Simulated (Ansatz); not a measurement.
Mulliken charges of C$_{2}$HBrClF, SMILES `F/C(Br)=C/Cl` from PBE/def2-TZVPP in Ansatz (PBE0-D4/def2-TZVP geometry).

| atom | x (Å) | y (Å) | z (Å) | charge (e) |
| --- | --- | --- | --- | --- |
| F1 | -0.269 | -1.465 | 1.040 | -0.119 |
| C2 | 0.168 | -0.594 | 0.143 | 0.122 |
| Br3 | 1.521 | -1.262 | -0.941 | 0.008 |
| C4 | -0.359 | 0.620 | 0.085 | -0.085 |
| Cl5 | 0.121 | 1.818 | -1.022 | -0.048 |
| H6 | -1.147 | 0.892 | 0.775 | 0.123 |

By hand: the dipole of these point charges (1 e Å = 4.8032 D).

Σ q r = (-0.052, 0.062, 0.023) e Å, of length 0.084 e Å = 0.40 D.

How does the dipole of the full density compare? (An estimate is asked.)

Computed: (-0.076, 0.048, 0.056) e Å, 0.51 D; the point charges give 0.78 times that, at 23° from its direction.

Point charges leave out the atoms' own dipoles, such as those of lone pairs, and Mulliken's split depends on the basis, so the two needn't agree.
